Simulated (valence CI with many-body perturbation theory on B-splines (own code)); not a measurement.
**Er¹⁷⁺: one-electron terms**

Calculated by relativistic CI+MBPT: five valence electrons over a frozen Dirac-Fock core [Kr] 4d10, a basis of 7 s, 7 p, 7 d, 7 f, 4 g, 2 h functions for each j, with the one-electron correlation potential Σ1, the two-electron term Σ2, the three-electron term Σ3, Breit, model QED; selected CI, second order for the rest, scaled by the run's own slope (own B-spline code, finite nucleus).

No measured spectrum was set against this ion. As an estimate, terms of the open shell hold to a few per cent of their energy, and close levels can change places. Among the levels kept, up to 1100 cm⁻¹ of a level comes from second order outside the variational space, and about a tenth of that is noise between levels of different J, which matters for small intervals.

These are the spectroscopic orbitals of the CI (the correlating ones are not listed), shaped by the core and the other valence electrons. h is the expectation value of the core's Dirac-Fock operator, without the valence repulsion; Σ1 is computed up to l = 3 at one energy for each symmetry, that of its lowest orbital but kept below the first core excitation, so for empty shells it is not the orbital's own correlation shift; Breit and QED include the response of the core.

```csv
Orbital,h (hartree),Σ1 (cm⁻¹),Breit (cm⁻¹),QED (cm⁻¹),⟨r⟩ (bohr)
5s1/2,-18.067,-18874,1631,1416,1.001
6s1/2,-10.92,-5572,710,611,1.679
7s1/2,-7.3663,-2645,390,339,2.505
5p1/2,-16.772,-17946,2448,-5.7,1.045
6p1/2,-10.286,-5614,1118,-2.6,1.748
7p1/2,-7.0055,-2723,628,-1.4,2.602
5p3/2,-16.19,-15695,1381,118,1.086
6p3/2,-10.009,-5169,643,54.4,1.799
7p3/2,-6.8505,-2558,396,31.1,2.663
5d3/2,-14.066,-11524,710,-76.7,1.187
6d3/2,-8.9675,-4589,383,-40.2,1.938
7d3/2,-6.2459,-2398,226,-23.5,2.860
5d5/2,-13.949,-11063,391,-35.1,1.199
6d5/2,-8.9096,-4445,212,-18.4,1.952
7d5/2,-6.2126,-2331,128,-10.7,2.876
4f5/2,-20.399,-27314,-305,-272,0.5744
5f5/2,-11.487,-8414,8.5,-61.7,1.341
4f7/2,-20.326,-26782,-1025,-217,0.5782
5f7/2,-11.463,-8355,-167,-47.0,1.344
5g7/2,-9.6361,,-37.0,-5.8,1.450
5g9/2,-9.6355,,-58.5,-3.5,1.450
```

Among the shells of the start configuration 4f5, Σ1 is largest in size for 4f5/2, where it is 0.61 % of h.

Lowest root of each symmetry, sizes in configuration state functions:

```tsv
J	Parity	Roots	Reference	Variational	Second order	Change by selected CI (cm⁻¹)	Change by second order (cm⁻¹)
1/2	even	2	44	32000	827688	-14717	-48
3/2	even	2	82	31818	1258600	-14700	-163
5/2	even	3	106	29470	1776781	-14605	-325
7/2	even	3	113	29438	1866984	-13583	-251
9/2	even	4	107	29325	2308239	-13563	-334
11/2	even	3	87	28191	2662927	-13529	-377
13/2	even	3	64	28891	2323552	-13572	-359
15/2	even	2	43	29897	1549352	-13717	-266
17/2	even	2	25	31972	1107751	-13918	-145
1/2	odd	10	49	26569	1190608	-10127	-30
3/2	odd	20	94	25915	1913540	-10051	-191
5/2	odd	26	121	25824	2890751	-9582	-282
7/2	odd	28	132	25379	2607919	-9381	-371
9/2	odd	28	128	24534	2701919	-9289	-406
11/2	odd	26	111	24522	3320303	-9319	-375
13/2	odd	20	84	23669	2060962	-9433	-302
15/2	odd	16	62	24819	2893250	-9606	-225
17/2	odd	9	37	23813	1778005	-9719	-185
19/2	odd	5	20	24593	1179483	-9761	-57
21/2	odd	3	9	21735	364742	-9791	-14
23/2	odd	1	3	10932	257346	-9897	-17
```
